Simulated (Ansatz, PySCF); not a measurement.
Gas-phase reaction (SMILES): [Cl][Ge]([Cl])([Cl])[Cl] + F (HF) -> [F][Ge]([Cl])([Cl])[Cl] [trichloro(fluoro)germane] + Cl (HCl); hydrogen fluoride cleaves one Ge-Cl bond, a model of a ligand-exchange step.

Each molecule is optimised on its own at B3LYP-D3(BJ)/def2-TZVP (Ansatz, an electronic-structure program). Cores are frozen in the correlated levels unless marked. Spin-orbit coupling is left out. The frozen core is the preceding noble-gas configuration, with the filled d and f shells of earlier blocks. Non-relativistic. CBS(X,Y): correlation extrapolated as X^-3; Hartree-Fock from the larger set. Thermal terms are rigid-rotor harmonic-oscillator values from B3LYP-D3(BJ) frequencies (Ansatz or PySCF) at 298.15 K and 1 atm. 1 Eh = 627.5095 kcal/mol.

```
species                   E, CCSD(T)/CBS(def2-TZVPPD,def2-QZVPPD) (Ansatz) (Eh)  E, PBE/def2-TZVPD (Ansatz) (Eh)  H - E (Eh)
------------------------  -----------------------------------------------------  -------------------------------  ----------
[Cl][Ge]([Cl])([Cl])[Cl]                                            -3914.80489                      -3916.97730     0.01375
F (HF)                                                               -100.39266                       -100.39521     0.01259
[F][Ge]([Cl])([Cl])[Cl]                                             -3554.81638                      -3556.74112     0.01435
Cl (HCl)                                                             -460.37886                       -460.62833     0.01000
```

Question: Work out ΔE and ΔH at 298.15 K at the first level, then ΔH at the second.

Answer: 
1. ΔE = [(-3554.81638) + (-460.37886)] - [(-3914.80489) + (-100.39266)] = 0.00231 Eh = 1.4 kcal/mol at CCSD(T)/CBS(def2-TZVPPD,def2-QZVPPD).
2. The terms H - E add up to -0.00199 Eh, so ΔH = (0.00231 + (-0.00199))×627.5095 = 0.2 kcal/mol.
3. At PBE/def2-TZVPD the same steps give ΔE = 1.9 and ΔH = 0.7 kcal/mol, a shift of +0.5 from the first level.
4. These values are not checked against measurement here, since the tables used lack a sound gas-phase enthalpy of formation for at least one species.
